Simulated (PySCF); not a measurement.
`InChI=1S/C10H19B/c1-11(2)10-8-6-4-3-5-7-9-10/h8H,3-7,9H2,1-2H3/b10-8-`

Geometry:
| atom | x (Å) | y (Å) | z (Å) |
| --- | --- | --- | --- |
| C1 | 2.180 | 1.121 | -0.798 |
| B2 | 1.291 | -0.163 | -0.584 |
| C3 | 1.618 | -1.428 | -1.471 |
| C4 | 0.197 | -0.212 | 0.534 |
| C5 | -0.590 | 0.837 | 0.872 |
| C6 | -1.004 | 1.920 | -0.054 |
| C7 | -2.341 | 1.430 | -0.665 |
| C8 | -2.349 | -0.025 | -1.158 |
| C9 | -2.540 | -1.147 | -0.102 |
| C10 | -1.364 | -2.090 | 0.199 |
| C11 | -0.249 | -1.534 | 1.110 |
| H12 | 1.859 | 2.025 | -0.261 |
| H13 | 2.334 | 1.355 | -1.865 |
| H14 | 3.185 | 0.855 | -0.416 |
| H15 | 2.642 | -1.424 | -1.876 |
| H16 | 0.940 | -1.393 | -2.346 |
| H17 | 1.429 | -2.395 | -0.980 |
| H18 | -1.268 | 0.710 | 1.730 |
| H19 | -0.270 | 2.059 | -0.861 |
| H20 | -1.164 | 2.893 | 0.440 |
| H21 | -3.143 | 1.552 | 0.085 |
| H22 | -2.607 | 2.099 | -1.501 |
| H23 | -3.175 | -0.105 | -1.884 |
| H24 | -1.433 | -0.217 | -1.744 |
| H25 | -3.362 | -1.792 | -0.454 |
| H26 | -2.913 | -0.711 | 0.841 |
| H27 | -1.764 | -3.008 | 0.664 |
| H28 | -0.920 | -2.413 | -0.758 |
| H29 | -0.655 | -1.393 | 2.127 |
| H30 | 0.561 | -2.277 | 1.187 |

The calculation used TDDFT CAM-B3LYP/def2-SVP circular dichroism and optical rotation, one conformer, gas phase in PySCF. Geometry: PBE0-D3(BJ)/def2-SVP.

States above about 7.8 eV (minus the energy of the highest occupied orbital) lie near or above the ionisation threshold and depend on the basis. No stereocentre is labelled: unless the shape is locked (an allene, a helicene, a hindered biaryl), the mirror image is equally populated and a measured rotation or CD is zero.

(1) Draw the ECD and absorption spectra from the lowest 12 states, each a Gaussian of half-width 0.2 eV at 1/e height.

Answers

(1) 
| E (eV) | λ (nm) | Δε (L mol⁻¹ cm⁻¹) | ε (L mol⁻¹ cm⁻¹) |
| --- | --- | --- | --- |
| 4.35 | 285 | -0.10 | 20.5 |
| 4.45 | 279 | -0.92 | 194 |
| 4.55 | 272 | -5.31 | 1120 |
| 4.65 | 267 | -18.53 | 3900 |
| 4.75 | 261 | -39.22 | 8260 |
| 4.85 | 256 | -50.36 | 10600 |
| 4.95 | 250 | -39.22 | 8260 |
| 5.05 | 245 | -18.53 | 3900 |
| 5.15 | 241 | -5.33 | 1120 |
| 5.25 | 236 | -1.10 | 240 |
| 5.35 | 232 | -1.07 | 277 |
| 5.45 | 227 | -3.28 | 864 |
| 5.55 | 223 | -6.68 | 1760 |
| 5.65 | 219 | -8.21 | 2190 |
| 5.75 | 216 | -5.59 | 1680 |
| 5.85 | 212 | +0.54 | 928 |
| 5.95 | 208 | +10.15 | 787 |
| 6.05 | 205 | +21.33 | 1170 |
| 6.15 | 202 | +25.54 | 1360 |
| 6.25 | 198 | +18.45 | 979 |
| 6.35 | 195 | +8.15 | 432 |
| 6.45 | 192 | +2.75 | 143 |
| 6.55 | 189 | +3.38 | 164 |
| 6.65 | 186 | +9.26 | 444 |
| 6.75 | 184 | +16.98 | 822 |
| 6.85 | 181 | +18.49 | 983 |
| 6.95 | 178 | +9.07 | 1090 |
| 7.05 | 176 | -10.46 | 2210 |
| 7.15 | 173 | -37.63 | 5030 |
| 7.25 | 171 | -58.06 | 8000 |
| 7.35 | 169 | -53.80 | 8580 |
| 7.45 | 166 | -37.22 | 7130 |
| 7.55 | 164 | -39.88 | 6310 |
| 7.65 | 162 | -66.51 | 7390 |
| 7.75 | 160 | -83.78 | 8390 |
| 7.85 | 158 | -58.87 | 7080 |
| 7.95 | 156 | +5.20 | 5030 |
| 8.05 | 154 | +80.15 | 4850 |
| 8.15 | 152 | +122.13 | 5490 |
| 8.25 | 150 | +101.17 | 4620 |

Δε uses R in velocity form, ε uses f in length form. Only the states computed contribute, so the short-wavelength end is incomplete.

The sign of the CD band at 165 nm isn't settled: the length form gives the opposite one.
